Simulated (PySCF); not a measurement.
Computed IR spectrum (relative IR intensity) of a molecule C5H8O. Geometry: B3LYP-D3(BJ)/def2-SVP. One conformer was computed; it need not be the lowest. Method: B3LYP-D3(BJ)/def2-SVP (PySCF). No scaling factor is applied to the harmonic values.

```json
[
 {"ν (cm⁻¹)": "141", "relative intensity": "2.5"},
 {"ν (cm⁻¹)": "353", "relative intensity": "15"},
 {"ν (cm⁻¹)": "408", "relative intensity": "58"},
 {"ν (cm⁻¹)": "458", "relative intensity": "20"},
 {"ν (cm⁻¹)": "688", "relative intensity": "36"},
 {"ν (cm⁻¹)": "847", "relative intensity": "27"},
 {"ν (cm⁻¹)": "873", "relative intensity": "6.7"},
 {"ν (cm⁻¹)": "940", "relative intensity": "13"},
 {"ν (cm⁻¹)": "945", "relative intensity": "9.3"},
 {"ν (cm⁻¹)": "1078", "relative intensity": "30"},
 {"ν (cm⁻¹)": "1148", "relative intensity": "2.1"},
 {"ν (cm⁻¹)": "1175", "relative intensity": "100"},
 {"ν (cm⁻¹)": "1247", "relative intensity": "9.4"},
 {"ν (cm⁻¹)": "1292", "relative intensity": "2.4"},
 {"ν (cm⁻¹)": "1313", "relative intensity": "5.0"},
 {"ν (cm⁻¹)": "1421", "relative intensity": "55"},
 {"ν (cm⁻¹)": "1441", "relative intensity": "6.0"},
 {"ν (cm⁻¹)": "1452", "relative intensity": "9.8"},
 {"ν (cm⁻¹)": "3013", "relative intensity": "53"},
 {"ν (cm⁻¹)": "3080", "relative intensity": "30"},
 {"ν (cm⁻¹)": "3096", "relative intensity": "39"},
 {"ν (cm⁻¹)": "3181", "relative intensity": "3.6"},
 {"ν (cm⁻¹)": "3204", "relative intensity": "15"},
 {"ν (cm⁻¹)": "3782", "relative intensity": "17"}
]
```

Pick the molecule that these values belong to.
A. CCC1=COC1
B. OC1CC=CC1
C. C1=COCCC1
D. C=CCCC=O

B, OC1CC=CC1
